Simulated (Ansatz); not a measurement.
Basis-set extrapolation for C3H6ClNSi, SMILES `C[Si](C)(Cl)C#N` (PBE0-D4/def2-TZVP geometry, frozen core, Ansatz 0.2.0). Multiplicity 1, RHF reference.

|  | def2-TZVPP | def2-QZVPP |
| --- | --- | --- |
| HF | -920.162629 | -920.191588 |
| MP2 correlation | -0.993435 | -1.066695 |
| CCSD(T) correlation | -1.089170 | not run |

Energies in hartree. Use E(X) = E(∞) + A·exp(−7.88·√X) for Hartree–Fock and E(X) = E(∞) + B·X^(−2.97) for correlation, with X = 3 and 4, and add CCSD(T) minus MP2 of the smaller set to the MP2 limit.

What is the CCSD(T) energy at the basis-set limit?

HF limit: -920.191588 + (-0.028959) × 0.13774 = -920.19558. MP2 limit: -1.066695 + (-0.073260) × 0.74074 = -1.12096. Higher-order term: -1.089170 − (-0.993435) = -0.09574. Total: -921.41228 hartree, 4.37 eV below CCSD(T)/def2-TZVPP.
